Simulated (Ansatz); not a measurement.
Ansatz (a quantum-chemistry and plane-wave program) input (CCSD(T)/aug-cc-pV(D+d)Z):
A basis named .json is the Basis Set Exchange file of that set.

Ansatz 0.2 input:
```yaml
crystal:
  periodic: [false, false, false]
  atoms:
    - {symbol: Si, position_ang: [0.09539235, -0.23624565, -0.29201418]}
    - {symbol: O, position_ang: [1.54135452, 0.19838881, 0.41369246]}
    - {symbol: N, position_ang: [-0.90241102, 0.98463940, -0.96984462]}
    - {symbol: N, position_ang: [-0.77732233, -0.85011262, 1.05200131]}
    - {symbol: H, position_ang: [2.28015338, 0.33377078, -0.18489209]}
    - {symbol: H, position_ang: [-1.35046892, 1.68298989, -0.39243529]}
    - {symbol: H, position_ang: [-0.80361197, 1.28137609, -1.92602839]}
    - {symbol: H, position_ang: [-0.29944774, -1.37685126, 1.76630598]}
    - {symbol: H, position_ang: [-1.73482051, -1.14264416, 0.94061191]}
basis:
  gaussian:
    orbitals: aug-cc-pV_D+d_Z.json
magnetization: {spin_polarized: true, initial_magnetization: 1}
correlation: {method: ccsd_t, electrons: outside_noble_gas}
output: {forces: true}
```

End of the output:

```
integrals: 0.65 GiB planned
1442 factors; integrals over basis functions are off by at most 8.1e-4 eV
0.85 GiB of device memory are held for the factors and their scratch space
mean field: 0.69 GiB planned
mean field evaluation 1: about -12938.2030 eV, gradient 3.9e1 eV
mean field evaluation 2: about -12938.2033 eV, gradient 3.9e1 eV
mean field evaluation 4: about -12944.8052 eV, gradient 3.1e0 eV
mean field evaluation 8: about -12944.9353 eV, gradient 1.8e-1 eV
mean field evaluation 16: about -12944.9190 eV, gradient 1.1e0 eV
mean field -12944.93612629 eV, -475.7176282482 hartree, gradient 1.8e-6 eV, S^2 0.753793; 0 other end points of the search recorded, 0 dependent functions left out
8 core orbitals not correlated
reference -12944.93612629 eV, -475.7176282482 hartree; 13, 12 occupied and 125, 126 virtual orbitals, 1442 factors
densities: 18.27 GiB planned
second order -17.77783869 eV of doubles, -0.00000000 eV of singles
coupled cluster: 6.75 GiB planned
cycle   1  -18.04798336 eV  change   -2.7e-1 eV  update   9.8e-2
cycle   2  -18.45128658 eV  change   -4.0e-1 eV  update   2.9e-2
cycle   3  -18.57017183 eV  change   -1.2e-1 eV  update   1.8e-2
cycle   4  -18.56707977 eV  change    3.1e-3 eV  update   5.6e-3
cycle   5  -18.56369180 eV  change    3.4e-3 eV  update   2.9e-3
cycle   6  -18.56454811 eV  change   -8.6e-4 eV  update   1.1e-3
cycle   7  -18.56454865 eV  change   -5.4e-7 eV  update   4.6e-4
cycle   8  -18.56454321 eV  change    5.4e-6 eV  update   1.8e-4
cycle   9  -18.56460226 eV  change   -5.9e-5 eV  update   7.8e-5
cycle  10  -18.56459030 eV  change    1.2e-5 eV  update   3.2e-5
cycle  11  -18.56459274 eV  change   -2.4e-6 eV  update   1.6e-5
cycle  12  -18.56460299 eV  change   -1.0e-5 eV  update   7.0e-6
cycle  13  -18.56460534 eV  change   -2.3e-6 eV  update   3.0e-6
perturbative correction -0.58552729 eV, -0.0215177310 hartree
the calculation of the forces begins
0.85 GiB of device memory are held for the factors and their scratch space
Total energy: -12964.08625892 eV, -476.4213826419 hartree
Atom 0 at     0.095392    -0.236246    -0.292014 Å, force    -0.092035    -0.293268    -0.509904 eV/Å
Atom 1 at     1.541355     0.198389     0.413692 Å, force     0.488286     0.107363     0.498063 eV/Å
Atom 2 at    -0.902411     0.984639    -0.969845 Å, force    -0.233485    -0.054615    -0.074743 eV/Å
Atom 3 at    -0.777322    -0.850113     1.052001 Å, force    -0.003995     0.204307     0.154850 eV/Å
Atom 4 at     2.280153     0.333771    -0.184892 Å, force     0.144697     0.020456    -0.134763 eV/Å
Atom 5 at    -1.350469     1.682990    -0.392435 Å, force    -0.147433     0.245897     0.224261 eV/Å
Atom 6 at    -0.803612     1.281376    -1.926028 Å, force     0.041860     0.121024    -0.377958 eV/Å
Atom 7 at    -0.299448    -1.376851     1.766306 Å, force     0.171786    -0.224812     0.264439 eV/Å
Atom 8 at    -1.734821    -1.142644     0.940612 Å, force    -0.369682    -0.126352    -0.044244 eV/Å
Dipole moment:    -0.067811     0.049649    -0.145503 e Å
```

It need not be the lowest isomer of its formula.
